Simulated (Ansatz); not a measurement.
BiH2Me (CH₅Bi), 7 atoms. Hardware: 4 threads of Intel Xeon on a shared host.

In the def2 sets Bi takes a core potential; there is no spin–orbit coupling. Correlated methods freeze 5 core orbitals; core or outer-core shells of Bi are correlated, in sets that lack core-valence functions.

Question: How many basis functions does each of these Ansatz runs have, and roughly what does it cost? PBE-D4/def2-TZVPD, charge -1 doublet at the geometry of the charge 0 singlet, energy, from earlier orbitals; CCSD(T)/def2-TZVPP, charge 0 singlet, energy, from earlier orbitals; r2SCAN-D4/def2-TZVPD, charge -1 doublet at the geometry of the charge 0 singlet, energy, from earlier orbitals; MP2/def2-TZVP, charge 0 singlet, energy, from earlier orbitals; revPBE-D4/def2-TZVP, charge 0 singlet, energy, from earlier orbitals; CCSD(T)/def2-TZVPD, charge 0 singlet, energy, from earlier orbitals; PBE-QIDH/def2-TZVP, charge 0 singlet, energy and forces, from earlier orbitals; r2SCAN-D4/def2-TZVP, charge 0 triplet at the geometry of the charge 0 singlet, energy, from earlier orbitals; PBE0-D4/def2-SVP, charge 0 singlet, energy, from earlier orbitals; PBE-D4/def2-TZVPD, charge 0 singlet, energy, from earlier orbitals; PBE0-D4/def2-TZVPD, charge 0 singlet, energy, from earlier orbitals; r2SCAN-D4/def2-TZVPD, charge 0 singlet, energy, from earlier orbitals.

Answer: Other jobs shared the machine, so times can vary by a factor of up to 3. A dash marks memory too small to be measured apart from the calling script's.

```json
{"run": "revPBE-D4/def2-TZVP, charge 0 singlet, energy, from earlier orbitals", "functions": "111", "fitting or Cholesky vectors": "760", "wall time": "1.5 s", "peak host memory (GiB)": "–"}
{"run": "PBE0-D4/def2-SVP, charge 0 singlet, energy, from earlier orbitals", "functions": "65", "fitting or Cholesky vectors": "738", "wall time": "1.7 s", "peak host memory (GiB)": "–"}
{"run": "MP2/def2-TZVP, charge 0 singlet, energy, from earlier orbitals", "functions": "111", "fitting or Cholesky vectors": "915", "wall time": "2 s", "peak host memory (GiB)": "–"}
{"run": "PBE-D4/def2-TZVPD, charge 0 singlet, energy, from earlier orbitals", "functions": "138", "fitting or Cholesky vectors": "802", "wall time": "2.3 s", "peak host memory (GiB)": "–"}
{"run": "PBE0-D4/def2-TZVPD, charge 0 singlet, energy, from earlier orbitals", "functions": "138", "fitting or Cholesky vectors": "877", "wall time": "3 s", "peak host memory (GiB)": "–"}
{"run": "r2SCAN-D4/def2-TZVPD, charge 0 singlet, energy, from earlier orbitals", "functions": "138", "fitting or Cholesky vectors": "802", "wall time": "3.5 s", "peak host memory (GiB)": "–"}
{"run": "r2SCAN-D4/def2-TZVP, charge 0 triplet at the geometry of the charge 0 singlet, energy, from earlier orbitals", "functions": "111", "fitting or Cholesky vectors": "760", "wall time": "6 s", "peak host memory (GiB)": "–"}
{"run": "PBE-D4/def2-TZVPD, charge -1 doublet at the geometry of the charge 0 singlet, energy, from earlier orbitals", "functions": "138", "fitting or Cholesky vectors": "802", "wall time": "6.5 s", "peak host memory (GiB)": "–"}
{"run": "PBE-QIDH/def2-TZVP, charge 0 singlet, energy and forces, from earlier orbitals", "functions": "111", "fitting or Cholesky vectors": "915", "wall time": "8 s", "peak host memory (GiB)": "–"}
{"run": "r2SCAN-D4/def2-TZVPD, charge -1 doublet at the geometry of the charge 0 singlet, energy, from earlier orbitals", "functions": "138", "fitting or Cholesky vectors": "802", "wall time": "14 s", "peak host memory (GiB)": "–"}
{"run": "CCSD(T)/def2-TZVPD, charge 0 singlet, energy, from earlier orbitals", "functions": "138", "fitting or Cholesky vectors": "1137", "wall time": "20 s", "peak host memory (GiB)": "0.93"}
{"run": "CCSD(T)/def2-TZVPP, charge 0 singlet, energy, from earlier orbitals", "functions": "151", "fitting or Cholesky vectors": "1026", "wall time": "22 s", "peak host memory (GiB)": "1.1"}
```
